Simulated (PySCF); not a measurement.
OSc, neutral, multiplicity 2. Atoms are numbered in the order given.

```xyz
2

Sc     0.0000     0.0000    -0.4598
O      0.0000     0.0000     1.2070
```
Charge 0, spin multiplicity 2.

The structure is a stationary point at PBE-D3(BJ)/def2-TZVPD.

These are r2SCAN/def2-TZVPD in PySCF values and carry that method's errors.

The molecule is in vacuum.

```yaml
total_energy: -835.89723 hartree
point_group: C∞v
"α spin, highest occupied and lowest empty level": -4.20 and -2.75 eV
"β spin, highest occupied and lowest empty level": -6.93 and -2.65 eV
dipole_moment: 3.65 D
mean_static_polarisability: 112.1 bohr³ (16.61 Å³)
polarisability_principal_values: 91.3, 122.5, 122.5 bohr³
"⟨S²⟩": 0.752 (pure state 0.75)
```
